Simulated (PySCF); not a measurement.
## Cost of excited-state runs on 3-pyridinecarboxaldehyde (SMILES O=Cc1cccnc1)

Geometry (Å), atoms numbered from 1 in this order:
```xyz
13

O    -2.569    1.667   -0.263
C    -2.202    0.523   -0.170
C    -0.786    0.110   -0.067
C     0.239    1.062   -0.075
C     1.550    0.619    0.025
C     1.780   -0.758    0.128
N     0.814   -1.672    0.136
C    -0.439   -1.240    0.040
H    -2.937   -0.322   -0.154
H    -0.021    2.120   -0.158
H     2.389    1.318    0.024
H     2.806   -1.135    0.208
H    -1.227   -2.005    0.048
```

PySCF with density fitting, on 1 thread of an Arm Neoverse V2, shared host. Command: `OMP_NUM_THREADS=1 python excited_run.py task.json out`

Q: How long does each of these runs take, and how much memory?
- first hyperpolarisability, CAM-B3LYP/aug-cc-pVDZ; usual settings
- excited states, wB97X-D/def2-TZVP; Tamm-Dancoff; spin-orbit couplings; 6 states; 5 triplets; quadratic response for 4 states; IEF-PCM cyclohexane
- excited states, wB97X-D/def2-TZVP; Tamm-Dancoff; spin-orbit couplings; 6 states; 5 triplets; quadratic response for 4 states
- excited states, CAM-B3LYP/aug-cc-pVDZ; two-photon moments; 8 states; quadratic response for 6 states; 0 triplets

A: 
| run | level | basis functions | wall time | peak memory (GiB) |
| --- | --- | --- | --- | --- |
| first hyperpolarisability | CAM-B3LYP/aug-cc-pVDZ | 229 | 32 s | 0.89 |
| excited states | wB97X-D/def2-TZVP | 278 | 45 s | 1.1 |
| excited states | wB97X-D/def2-TZVP | 278 | 43 s | 1 |
| excited states | CAM-B3LYP/aug-cc-pVDZ | 229 | 44 s | 0.98 |

Times from a shared host are rough.
